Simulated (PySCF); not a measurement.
**TlAs⁺: frontier orbitals**

M06-L at R = 3.206 Å; basis Tl def2-SVP with ECP60, As def2-SVP; scalar-relativistic core potentials; PySCF 2.14. State: ⁴Σ⁻ (quartet), unpaired electrons σ ↑, π ↑↑. Only the outer orbitals are listed, counted within each symmetry, core potentials removing the inner ones.

```
spin  orbital  occ.  ε (eV)  on Tl (%)   main shells (%)
   α      10σ     1  -20.27          3           97 As s
   α      11σ     1  -15.49         93           93 Tl s
   α      12σ     1  -11.14         18  82 As p, 12 Tl p
   α       6π     1  -10.88          2           98 As p
   α       6π     1  -10.88          2           98 As p
   α       7π     0   -7.10         98           98 Tl p
   α       7π     0   -7.10         98           98 Tl p
   α      13σ     0   -6.17         87  86 Tl p, 12 As p
   β      10σ     1  -17.57          7           93 As s
   β      11σ     1  -15.21         92           92 Tl s
   β      12σ     0   -9.09         31  68 As p, 29 Tl p
   β       6π     0   -8.59         15  85 As p, 14 Tl p
   β       6π     0   -8.59         15  85 As p, 14 Tl p
```

Problem. Which are the highest filled and the lowest empty level, where do they sit, and how wide is the gap?

Solution. Highest filled α 6π at -10.88 eV (in %: 98 As p); lowest empty β 12σ at -9.09 eV (in %: 68 As p, 29 Tl p); the gap at M06-L is 1.79 eV.

* bond order (Mayer): 0.36
* ⟨S²⟩: 3.752
* charge on Tl (Mulliken, basis-dependent): 0.84
* charge on Tl (Löwdin, basis-dependent): 0.73
* dipole moment (positive dipole points towards As; it is taken about the centre of mass and depends on that origin): -1.02 D

These are scalar-relativistic numbers at best; spin–orbit coupling would shift them, the dissociation energy most. The state was picked by a PBE0 search and need not be the measured ground state.
